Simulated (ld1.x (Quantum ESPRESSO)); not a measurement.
# What one change does to a pseudopotential (O, TM)

* Element: oxygen (O)
* Generator: ld1.x (Quantum ESPRESSO) 7.5
* Type: norm-conserving Troullier–Martins (Kleinman–Bylander form)
* Functional: PBE
* Relativity: scalar-relativistic
* Frozen core: [He]
* Valence charge: 6
* Reference configuration: 2s2 2p4
* Partial waves: 2s (bound): rc 0.95 bohr; 2p (bound): rc 1.45 bohr
* Local potential: the p channel
* Core correction: none

Change: wave 2s (bound): rc 0.95 bohr becomes 2s (bound): rc 0.88 bohr.

Cutoffs: the cutoffs (Ry, on a coarse ladder) from which the occupation-weighted sum of valence levels, in a spherical-Bessel basis at the reference potential, stays within 10 and 1 mRy of its value at 400 Ry; they do not see the model core or the augmentation charge, which bear on the density cutoff. Errors are all-electron minus pseudo energies relative to the spin-unpolarised reference configuration.

Task: Predict the effect on cutoff, ghosts and configuration errors.

Result: The potential gets harder (70 Ry and 160 Ry → 80 Ry and 180 Ry); of the 7 tests that both files solve, the error grows in 1 and shrinks in 1 by more than 15 % and 0.3 meV (median size 13.3 → 10.1 meV); neither file shows a bound ghost. A smaller radius makes the pseudo-wave follow the all-electron one further in, where it bends more sharply, so more plane waves are needed.

| quantity | base | changed |
| --- | --- | --- |
| cutoff, loose | 70 Ry | 80 Ry |
| cutoff, tight | 160 Ry | 180 Ry |
| loose cutoff by channel (10 mRy a level) | s 55 Ry, p 55 Ry | s 60 Ry, p 55 Ry |
| bound ghosts | none | none |
| error for 2s2 2p3, meV [ΔE 16.43 eV] | -2.9 | -3.6 |
| error for 2s2 2p2, meV [ΔE 50.02 eV] | +79 | +74 |
| error for 2s2 2p1, meV [ΔE 103.89 eV] | +555 | +535 |
| error for 2s1 2p4, meV [ΔE 31.66 eV] | -50 | -51 |
| error for 2s1 2p5, meV [ΔE 14.95 eV] | +13 | +10 |
| error for 2s2 2p3.5, meV [ΔE 6.29 eV] | -2.2 | -2.3 |
| error for 2s2 2p4.3, meV [ΔE -2.12 eV] | -0.6 | -0.7 |
| s: phases at 1.59 bohr within 0.05 rad from the reference energy up to (Ry; the scan ends near 5) | 4.4 | 4.3 |
| p: phases at 1.59 bohr within 0.05 rad from the reference energy up to (Ry; the scan ends near 5) | 3.2 | 3.2 |
